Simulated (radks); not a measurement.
Task: The ruthenium ion Ru14+, [Ar] 3d10 4s2. Calculated with a radial shooting solver on a logarithmic mesh with Libxc functionals: non-relativistic Kohn-Sham, LDA (Slater exchange, Perdew-Wang correlation), spin-polarised, spherical densities, point nucleus. Every spin shell is full or empty, so the densities are truly spherical. Functionals are evaluated on that one density, not self-consistently. Rank these orbital-free kinetic functionals by their error against the exact value of the orbitals, and give that value: Thomas-Fermi, von Weizsacker, TF + vW/9, TF + vW/5, APBEK, revAPBEK, Perdew 92, Thakkar, Pearson, LKT, DePristo-Kress, Ernzerhof.

Result: Exact: 4368.52 hartree. From best to worst, with 100 (|E| - |E exact|)/|E exact| (equal figures are ties): DePristo-Kress -0.04, APBEK +0.17, Ernzerhof -0.31, revAPBEK +0.37, Thakkar -0.47, Perdew 92 -0.63, TF + vW/9 -0.64, Pearson -0.96, TF + vW/5 +3.29, Thomas-Fermi -5.55, LKT +20.74, von Weizsacker -55.78.
